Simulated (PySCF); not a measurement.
AlClH5NO2Si, SMILES [OH][Al]([OH])[NH][SiH2]Cl.

Geometry: PBE0-D3(BJ)/def2-SVP. The structure was generated by enumeration; whether it is a known compound was not checked. The values are those of a single conformer.

Level of theory: PBE/def2-TZVP in PySCF.

Isolated molecule, no solvent.

**Question.** Estimate the frontier levels, gap, dipole moment and polarisability. (Estimate from the structure and the level; the computed values follow.)

**Answer.** 
```
Item                                                                                                            Value
---------------------------------------------------------------------------------------------  ----------------------
highest occupied level                                                                                       -6.75 eV
lowest empty level                                                                                           -1.41 eV
orbital gap                                                                                                   5.34 eV
dipole moment                                                                                                  1.46 D
quadrupole, principal values (traceless, Buckingham form, about the centre of nuclear charge)   -4.95, 1.66, 3.30 D·Å
mean static polarisability                                                                      74.8 bohr³ (11.08 Å³)
polarisability, principal values                                                               66.6, 68.6, 89.1 bohr³
```
